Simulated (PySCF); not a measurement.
## Levels along the 13-electron series

One electron added to the closed shell [Ne] 3s2: EOM-EA-CCSD calculated with PySCF 2.14, two-component X2C-1e with screened spin-orbit coupling, each ion in its own even-tempered basis, 1s2 frozen, the virtual space cut to natural spinors and corrected at second order; no Breit or QED terms. Binding energy of 3p1/2 and energies of the other levels above it, in eV.

```
  ion  3p1/2 binding  3p3/2 − 3p1/2  3d3/2 − 3p1/2  3d5/2 − 3p1/2  NIST ionisation energy
Er⁵⁵⁺         5459.0         246.46         458.08         504.84            5455 ± 5 (t)
Tm⁵⁶⁺         5659.9         264.01         479.73         530.26            5656 ± 5 (t)
Yb⁵⁷⁺         5865.2         282.55         502.37         556.85            5860 ± 6 (t)
Lu⁵⁸⁺         6074.9         302.18         526.11         584.71            6070 ± 6 (t)
Hf⁵⁹⁺         6289.0         322.88         550.99         613.93            6284 ± 7 (t)
Ta⁶⁰⁺         6507.6         344.72         576.98         644.49           6502 ± 10 (t)
 W⁶¹⁺         6730.7         367.76         604.27         676.54            6735 ± 7 (s)
Re⁶²⁺         6958.5         392.06         632.82         710.06           6952 ± 15 (t)
Os⁶³⁺         7190.9         417.67         662.71         745.17           7185 ± 19 (t)
Ir⁶⁴⁺         7428.1         444.66         693.94         781.86           7421 ± 24 (t)
```

Each ion has its own basis, which adds noise of up to about 0.1 % of the binding energies along the series.

The 3p interval goes from 246.5 to 444.7 eV, as Z to the power 4.75; a hydrogen-like ion gives 4, and the power is higher where the screened charge Z − σ still grows faster than Z or where Zα is large.

NIST values marked (s) are semi-empirical, (t) theoretical.
